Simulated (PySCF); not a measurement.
**SMILES Cl/C=C\[C@]1(F)CCSC1, C$_{6}$H$_{8}$ClFS**

Molfile (atoms numbered from 1):
```
C6H8ClFS
     RDKit          3D

 17 17  0  0  0  0  0  0  0  0999 V2000
   -0.7652    1.4628    1.0911 F   0  0  0  0  0  0  0  0  0  0  0  0
   -0.0549    0.5525    0.3088 C   0  0  1  0  0  0  0  0  0  0  0  0
    1.3961    0.7473    0.6445 C   0  0  0  0  0  0  0  0  0  0  0  0
    2.4370    0.1060    0.1394 C   0  0  0  0  0  0  0  0  0  0  0  0
    2.3550   -1.1229   -1.0619 Cl  0  0  0  0  0  0  0  0  0  0  0  0
   -0.5853   -0.8457    0.6470 C   0  0  0  0  0  0  0  0  0  0  0  0
   -1.9360   -0.9630   -0.0324 C   0  0  0  0  0  0  0  0  0  0  0  0
   -1.6593   -0.3312   -1.7192 S   0  0  0  0  0  0  0  0  0  0  0  0
   -0.3859    0.8544   -1.1584 C   0  0  0  0  0  0  0  0  0  0  0  0
    1.5763    1.5043    1.3940 H   0  0  0  0  0  0  0  0  0  0  0  0
    3.4460    0.3200    0.4549 H   0  0  0  0  0  0  0  0  0  0  0  0
   -0.6655   -0.9620    1.7282 H   0  0  0  0  0  0  0  0  0  0  0  0
    0.1030   -1.5910    0.2516 H   0  0  0  0  0  0  0  0  0  0  0  0
   -2.6870   -0.3416    0.4561 H   0  0  0  0  0  0  0  0  0  0  0  0
   -2.2910   -1.9875   -0.1049 H   0  0  0  0  0  0  0  0  0  0  0  0
    0.4836    0.7408   -1.8012 H   0  0  0  0  0  0  0  0  0  0  0  0
   -0.7738    1.8689   -1.2476 H   0  0  0  0  0  0  0  0  0  0  0  0
  2  1  1  1
  2  3  1  0
  3  4  2  0
  4  5  1  0
  2  6  1  0
  6  7  1  0
  7  8  1  0
  8  9  1  0
  9  2  1  0
  3 10  1  0
  4 11  1  0
  6 12  1  0
  6 13  1  0
  7 14  1  0
  7 15  1  0
  9 16  1  0
  9 17  1  0
M  END
```

Computed with GIAO PBE/pcSseg-1 magnetisability, rotational g tensor and spin-rotation constants, non-relativistic, gas phase in PySCF. Geometry: GFN2-xTB.

**Question.** How diamagnetic is it, and how anisotropic?

**Answer.** Isotropic -1637 × 10⁻³⁰ J/T², or -98.6 × 10⁻⁶ cm³/mol; principal values -1699, -1640, -1572 × 10⁻³⁰ J/T², anisotropy 110 × 10⁻³⁰ J/T² (root of half the summed squared differences of the principal values). The susceptibility is in cgs units.

**Question.** Split it along the inertial axes a, b, c into diamagnetic and paramagnetic parts about the centre of mass, with the quadrupole moment.

**Answer.** 
```csv
axis,χ (10⁻⁶ cm³/mol),diamagnetic (10⁻⁶ cm³/mol),paramagnetic (10⁻⁶ cm³/mol),summed x² of all electrons (Å²),quadrupole Θ (D Å)
a,-95.5,-812.2,716.7,258.9,-0.04
b,-98.9,-1358.5,1259.6,130.2,-4.34
c,-101.3,-1650.8,1549.5,61.3,+4.38
```
Anisotropies 2χaa − χbb − χcc = +9.2 and 2χbb − χaa − χcc = -1.0 × 10⁻⁶ cm³/mol. Θ is traceless in Buckingham's convention.

**Question.** And the rotational g tensor?

**Answer.** 
| axis | rotational constant (GHz) | g | nuclear part | electronic part |
| --- | --- | --- | --- | --- |
| a | 1.6677 | -0.0194 | 0.5420 | -0.5615 |
| b | 0.9231 | -0.0082 | 0.5381 | -0.5463 |
| c | 0.7269 | -0.0074 | 0.5218 | -0.5292 |

Asymmetric top; isotopes 12C, 35Cl, 19F, 1H, 32S; no vibrational averaging.
